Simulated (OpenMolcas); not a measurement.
## C: Slater's ratio, thermal populations, worked from levels

```json
{
 "Program": "OpenMolcas",
 "Basis": "ANO-RCC-VDZP [3s2p1d]",
 "Scalar Hamiltonian": "DKH2, point nucleus",
 "Active space": "4 electrons in 4 orbitals (2s 2p)",
 "State averaging": "2S+1 = 3 even, 3 roots; 2S+1 = 1 even, 6 roots; 2S+1 = 5 odd, 1 root; 2S+1 = 3 odd, 8 roots",
 "Spin-orbit coupling": "state interaction with AMFI integrals over the reference wave functions, term energies averaged over their components"
}
```

Methods: CASSCF; SS-CASPT2, IPEA 0.25 Eh, imaginary shift 0.1 Eh (closed shells correlated: 1s). Measured levels: NIST Handbook of Basic Atomic Spectroscopic Data.

**Slater's ratio.** With one set of orbitals, p2 has 1D - 3P = 6 F2 and 1S - 1D = 9 F2 (F2 = F²/25), a ratio of 3/2. Term energies are centres of gravity, weighted by 2J + 1.

```tsv
Source	1D - 3P	1S - 3P	F2 from the first	Ratio
CASSCF	12893	21509	2149	0.668
SS-CASPT2	11276	22210	1879	0.970
measured	10163	21618	1694	1.127
```

Energies in cm-1. A ratio away from 3/2 shows effects beyond one configuration with one set of orbitals, and in heavier atoms second-order spin-orbit shifts. In CASSCF the valence s occupation is 1.85 in 1S against 1.96 in 1D: mixing out of s² acts most on 1S and pulls it down.

**Thermal populations.** Z = Σ (2J + 1) exp(-E/kT) with k = 0.695035 cm-1/K, over the levels below. No other level of either list lies under 60300 cm-1, which is above 7 kT at each temperature.

```
       Level  2J + 1  SS-CASPT2  measured
 2s2 2p2 3P0       1        0.0       0.0
 2s2 2p2 3P1       3       14.9      16.4
 2s2 2p2 3P2       5       44.6      43.4
 2s2 2p2 1D2       5      11310     10193
 2s2 2p2 1S0       1      22240     21648
2s 2p3 5S* 2       5      29090     33735
```

```json
{"T (K)": "5000", "Z, SS-CASPT2": "9.119", "Z, measured levels": "9.192", "Ground level (%), SS-CASPT2": "11.0", "Ground level (%), measured levels": "10.9"}
{"T (K)": "8000", "Z, SS-CASPT2": "9.651", "Z, measured levels": "9.784", "Ground level (%), SS-CASPT2": "10.4", "Ground level (%), measured levels": "10.2"}
{"T (K)": "12000", "Z, SS-CASPT2": "10.479", "Z, measured levels": "10.603", "Ground level (%), SS-CASPT2": "9.5", "Ground level (%), measured levels": "9.4"}
```

At 12000 K, kT = 8340 cm-1, and the computed levels give Z = 1.000 + 2.995 + 4.973 + 1.288 + 0.069 + 0.153 = 10.479.

Without dynamic correlation excited terms often stand tens of per cent too high (terms of higher spin than the ground term too low), and those without a measured partner can miss by more than the paired ones (holds for CASSCF). Measured partners are found by configuration, term and J. A level has none where our copy of the source lacks it or the pairing is in doubt (some pairs that miss far off the trend of their configuration count as doubtful), and it then counts in no deviation. Only configurations of the active space appear.

* marks odd parity.
